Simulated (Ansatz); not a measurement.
## Worked example: C2HCl2F3 + GeH2(CH3)F → C2HClF4 + GeH2(CH3)Cl

Species: C2HCl2F3 (2,2-dichloro-1,1,1-trifluoroethane) `FC(F)(F)C(Cl)Cl`, singlet; GeH2(CH3)F, singlet; C2HClF4 `FC(Cl)C(F)(F)F`, singlet; GeH2(CH3)Cl, singlet. The partners trade Cl for F: C–Cl and Ge–F bonds give way to C–F and Ge–Cl.

Shapes, held fixed at every level: PBE0-D4/def2-TZVP. Programs: Ansatz 0.2.0. The zero-point and thermal change to 298 K, harmonic and unscaled (PBE0-D4/def2-TZVP), is +2.1 kJ/mol.

At CCSD(T)/def2-TZVPP; 1 Eh = 2625.50 kJ/mol:

| species | energy (Eh) |
| --- | --- |
| C2HCl2F3 | -1295.353428 |
| GeH2(CH3)F | -2216.425991 |
| C2HClF4 | -935.364824 |
| GeH2(CH3)Cl | -2576.418441 |

Problem. Work out ΔH(298 K) of the reaction at this level.

Solution. 
1. Products less reactants: (-935.364824) + (-2576.418441) − [(-1295.353428) + (-2216.425991)] = -0.003846 Eh = -10.1 kJ/mol.
2. With the thermal change: -10.1 + (+2.1) = -8.0 kJ/mol.

Other levels give -35.1 (HF/def2-SVP) to -1.3 kJ/mol (MP2/def2-TZVPP). No measured value is set beside it here. Relativity is left out for Ge. Outer-core shells of Ge are correlated in most correlated rows, in sets that cover them unevenly.
